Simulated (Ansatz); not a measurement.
(BeO)4 ring (Be4O4). The state is a triplet with charge 0. Geometry PBE-D4/def2-SVP, that of the neutral singlet; atoms count from 1.

```
atom    x (Å)    y (Å)    z (Å)
 Be1  -0.7367   0.4787  -1.4633
  O2  -0.4771   1.7721  -0.8473
 Be3   0.1673   1.6375   0.4513
  O4   0.7572   0.9704   1.6031
 Be5   0.7366  -0.4787   1.4633
  O6   0.4765  -1.7721   0.8476
 Be7  -0.1673  -1.6375  -0.4513
  O8  -0.7566  -0.9704  -1.6034
```

At PBE0-D4/def2-TZVP a singlet of charge 0 lies 5.85 eV below the triplet at the same geometry.

(1) Estimate the Mulliken populations from the PBE0/def2-TZVP orbitals of Ansatz.

(2) Where does the spin sit?

(3) And the Mayer bond orders between heavy atoms (over 0.3)?

Results:

(1) 
```tsv
atom	charge (e)	spin (α − β)
Be1	0.06	0.21
O2	-0.06	0.29
Be3	0.06	0.21
O4	-0.06	0.29
Be5	0.06	0.21
O6	-0.06	0.29
Be7	0.06	0.21
O8	-0.06	0.29
```
Mulliken values depend strongly on the basis.

(2) Summed by element: Be 0.85, O 1.15, of 2 unpaired in all. Largest on single atoms: O6 0.29, O2 0.29, O8 0.29.

(3) Be1–O2 1.16 (1.46 Å); Be1–O8 1.16 (1.46 Å); O2–Be3 1.16 (1.46 Å); Be3–O4 1.16 (1.46 Å); O4–Be5 1.16 (1.46 Å); Be5–O6 1.16 (1.46 Å); O6–Be7 1.16 (1.46 Å); Be7–O8 1.16 (1.46 Å).
